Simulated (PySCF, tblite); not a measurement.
Isomers of C6H9FN (doublet state), one GFN2-xTB conformer each. Single-point energies are computed at B3LYP/pcH-1 (PySCF, gas phase, no added dispersion term), electronic only. GFN2-xTB treats the open shell by occupation alone, and not every SCF solution was tested for stability.

**Question.** Rank them by B3LYP/pcH-1 energy, lowest first (kcal/mol).
A. `N[C]1[C@@H](CC=C1F)C` [radical]
B. `[CH3:1][CH2:2]/[N:3]=[C:4]1/[CH:5][CH2:6][C@H:7]1[F:8]` (doublet state) with C1–C2–N3–C4 -147°

**Answer.** A (0.0), B (28.0).

As drawn, the lower has an N–H bond, which the higher lacks; the higher has a four-membered ring, which the lower lacks. GFN2-xTB itself gives, in the same order: 0.0, 22.7. Both levels put the same isomer lowest.

**Question.** What happens when harmonic zero-point energies from GFN2-xTB frequencies are added?

**Answer.** 
```tsv
SMILES	ZPE (kcal/mol)	electronic (kcal/mol)	with ZPE (kcal/mol)
C[C@@H]1CC=C(F)[C]1N	86.1	0.0	0.0
CC/N=C1/[CH]C[C@H]1F	84.8	28.0	26.7
```

The zero-point energies span 1.3 kcal/mol. The order is unchanged.
